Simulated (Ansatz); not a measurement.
Two isomers of C3H6IN: A = `CC(=N)CI`, B = `C=C(I)NC`.

Program: Ansatz. Geometries: PBE0-D4/def2-TZVP. ΔE: electronic, gas phase. CBS: MP2 limit from def2 TZ/QZ plus the TZ coupled-cluster correction, frozen cores. Functionals use def2-TZVPP. B3LYP here is the variant with VWN-RPA as its local correlation; programs differ in this. Elements past krypton have def2 core potentials. For I outer-core shells are correlated without core-valence functions, which leaves a few kJ/mol of doubt a bond. Each species was taken in one conformer, which may not be the lowest.

A:

```xyz
11

C     1.013   -0.220    0.743
C    -0.265   -0.385   -0.021
N    -1.080   -1.350    0.085
C    -0.597    0.668   -1.029
I    -1.147    2.515   -0.073
H     1.865   -0.202    0.057
H     1.153   -1.033    1.455
H     1.019    0.730    1.284
H    -0.756   -2.021    0.782
H    -1.457    0.370   -1.621
H     0.251    0.928   -1.661
```

B:

```xyz
11

C     1.361   -0.666    0.523
C     0.903    0.398   -0.137
I     2.252    1.803   -0.919
N    -0.402    0.751   -0.344
C    -1.445   -0.170    0.026
H     0.676   -1.410    0.911
H     2.416   -0.806    0.697
H    -0.574    1.317   -1.157
H    -2.409    0.265   -0.238
H    -1.431   -0.335    1.107
H    -1.347   -1.146   -0.470
```

**Question.** Which is lower in electronic energy at CCSD(T)/CBS, and by how much? (An estimate is asked.)

**Answer.** Ansatz gave: A, by 13.4 kcal/mol.

**Question.** Give E(B) − E(A) in kcal/mol with B3LYP-D4, PBE0-D4, ωB97M-V, HF/def2-TZVPP, B2PLYP, PBE-D4, MP2/def2-TZVPP. (Best estimate.)

**Answer.** Ansatz gave: B3LYP-D4 11.7, PBE0-D4 11.5, ωB97M-V 12.7, HF/def2-TZVPP 15.6, B2PLYP 12.3, PBE-D4 10.8, MP2/def2-TZVPP 12.5. None reverses the order clearly.

Largest T1 diagnostic: 0.010.

In def2-TZVPP, CCSD(T) changes the Hartree–Fock value by −1.6 kcal/mol (the triples alone add −0.3 kcal/mol) and MP2 by −3.0 kcal/mol.
